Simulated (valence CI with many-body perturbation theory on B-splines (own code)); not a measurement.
**Sr¹⁶⁺ in brief**

Computed by relativistic CI+MBPT: four valence electrons over a frozen Dirac-Fock core [Ar], a basis of 9 s, 9 p, 10 d, 8 f, 5 g, 3 h, 1 i functions for each j, with the one-electron correlation potential Σ1, the two-electron term Σ2, the three-electron term Σ3, Breit, model QED; selected CI, second order for the rest (own B-spline code, finite nucleus).

No measured spectrum was set against this ion. As an estimate, terms of the open shell hold to 2 to 4 % of their energy, and close levels can change places. Core correlation moves these levels by up to 8400 cm⁻¹, and in measured spectra 5 to 20 % of such shifts remained as error; rates that hang on mixing are uncertain with them. Only levels of the ground parity were solved; by the run's estimate the other parity begins above the list, which can be wrong where configurations are misplaced.

Names give the largest LS component (configuration and term), which can be under half, so a name can repeat, a term be missing and a line seem to break the LS rules; names also repeat where a configuration has a term twice.

Rates and lifetimes use the calculated energies. Strong lines usually hold to 10 to 20 %, long lifetimes can be off by a factor of two.

Task: What is the ground level?

Result: 3d4 5D_0, composition 90 % 3d4 5D + 10 % 3d4 3P.

Task: How is the term 5D of the ground level split?

Result: J = 0 at 0.000, J = 1 at 0.495, J = 2 at 1.148, J = 3 at 1.838, J = 4 at 2.519 eV.

Task: How well does LS coupling describe the low levels?

Result: Among the lowest 20 levels the leading LS term, summed over configurations, holds 80 % on average. For single configurations the figures are 80 % in LS and 60 % in jj coupling. Terms mix most in the J = 3 level at 8.951 eV, where the leading one holds 50 %.

Task: What is the ionisation energy?

Result: 611.97 eV; NIST lists 612 ± 3 eV (theoretical).
